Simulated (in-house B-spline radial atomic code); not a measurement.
Sb IV (Sb3+) is squeezed into an impenetrable sphere of radius R (the orbitals vanish at R). No spin polarisation. Method: scalar-relativistic (X2C) PBE, spherical fractional occupations, Fermi nucleus of rms radius 4.6802 fm. Calculated with an all-electron radial atomic-structure program (B-spline basis).

Energies in eV above the free ion in [Kr] 4d10 5s2:

```csv
R (bohr),highest level (eV),[Kr] 4d10 5s2,[Ar] 3d10 4s2 4p5 4d10 5s2 5d1,[Kr] 4d9 5s2 5f1
8.91,-38.9,-2.191e-05,119.2,61.56
6.48,-38.9,0.002396,119.4,65
4.84,-38.7,0.1821,121.1,73.28
3.97,-37.7,1.464,125.8,84.44
3.6,-36.4,3.423,130.9,93.25
2.88,-28.5,17.78,159.2,130.6
2.68,-23.4,28.53,177.4,151.7
2.34,-7.52,66.18,235.2,214.2
1.84,57.5,261.4,496.5,476.7
1.52,175,712.3,1045,1012
```

Task: Does [Ar] 3d10 4s2 4p5 4d10 5s2 5d1 fall below [Kr] 4d10 5s2 under compression?

Result: No, it stays above over the whole range.

Task: Does [Kr] 4d9 5s2 5f1 fall below [Kr] 4d10 5s2 under compression?

Result: No, it stays above over the whole range.

The highest level is first positive in the row R = 1.84 bohr, pushed up by confinement above the zero of the free ion's potential. Each configuration is held fixed and needn't be the lowest in the sphere.
